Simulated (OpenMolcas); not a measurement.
Os4+: moving or changing the point charges

Os4+ among 6 point charges of -1 e arranged as a tetragonal octahedron (D4h), 1.84 Å from the ion, with the axial distance 1.969 Å.
```
   1.8400    0.0000    0.0000  -1.00
   0.0000    1.8400    0.0000  -1.00
  -1.8400    0.0000    0.0000  -1.00
   0.0000   -1.8400    0.0000  -1.00
   0.0000    0.0000    1.9688  -1.00
   0.0000    0.0000   -1.9688  -1.00
```

```json
{
  "Program": "OpenMolcas",
  "Method": "SS-CASPT2, IPEA 0.25 Eh, imaginary shift 0.1 Eh (closed shells correlated: 5s 5p)",
  "Basis": "ANO-RCC-VDZP [7s6p4d2f1g]",
  "Scalar Hamiltonian": "DKH2, point nucleus",
  "Active space": "4 electrons in 5 orbitals (5d)",
  "State averaging": "2S+1 = 5 even, 5 roots; 2S+1 = 3 even, 45 roots; 2S+1 = 1 even, 50 roots",
  "Spin-orbit coupling": "RASSI with atomic mean-field integrals over the reference wave functions"
}
```

Runs around this geometry, states (labels of D4, the rotations of D4h). Energies in cm-1 above the lowest state or level, χT in cm3 K/mol.

```csv
R (Å),q (e),Axial / equatorial distance,Ground state,First state of that spin,First gap with spin-orbit (degeneracies),χT at 300 K,First state of another spin
1.84,-1,0.98,5A1,5B1 1080,"4570 (1, 2)",0.077,3A2 10790
1.84,-0.8,1.07,5B1,5A1 2660,"3890 (1, 1)",0.071,3E 14020
1.74,-1,1.07,5B1,5A1 3890,"3550 (1, 1)",0.098,3E 10850
1.84,-1,1.07,5B1,5A1 3320,"3690 (1, 1)",0.082,3E 12770
1.97,-1,1.07,5B1,5A1 2720,"3890 (1, 1)",0.068,3E 14490
```

Taking the first state of the same spin as R^-n, n = -ln(2720 / 3890) / ln(1.97 / 1.74) = 2.9 between the shortest and longest distance.

Scaling the charges by -0.8 / -1 = 0.80 scales the first state of the same spin by 2660 / 3320 = 0.80; with fixed orbitals a first-order splitting would follow the charge.

The ground state changes within this set.

This shell can be high or low spin here, a state of another spin lies low, and with metal d orbitals alone active their balance is uncertain, so the ground spin may be wrong. Point charges give a weaker field than real ligands, and real ions of this kind are as a rule low spin; the high spin found here belongs to the model. Free-ion shares, where given, are those of the reference states; single-state CASPT2 does not remix them. Spin-orbit coupling mixes the spin-free states strongly: the lowest level takes only 23 % from its leading state, 5A1 (figures for R = 1.84, q = -1, ratio = 0.98; the like holds for R = 1.84, q = -0.8, ratio = 1.07, R = 1.74, q = -1, ratio = 1.07, R = 1.84, q = -1, ratio = 1.07, R = 1.97, q = -1, ratio = 1.07). This is an electrostatic model: the charges have no orbitals. No measured value stands beside these numbers.
